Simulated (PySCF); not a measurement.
B3LYP has the VWN-RPA correlation part, as in Gaussian. 

Cartesian coordinates (Å):
```xyz
10

Ta    -0.1804    -0.0652    -0.2538
Cl     1.9802    -1.0406     0.2631
O     -1.7434     0.7203    -0.9825
H     -2.2586     1.1240    -1.6985
O     -0.4493    -1.6442    -1.3362
H      0.2668    -2.3042    -1.4053
O      0.8391     1.4965    -0.7695
H      1.8140     1.4623    -0.7290
O     -0.7710    -0.1561     1.5553
H     -1.5825     0.1125     2.0184
```
Charge 0, spin multiplicity 1.

**Question.** What is the computed HOMO–LUMO gap, LUMO and HOMO (B3LYP-D3(BJ)/def2-TZVP // BP86-D3(BJ)/def2-SVP run with PySCF)?

**Answer.** 
```yaml
HOMO–LUMO gap: 6.13 eV
LUMO: -2.00 eV
HOMO: -8.12 eV
```
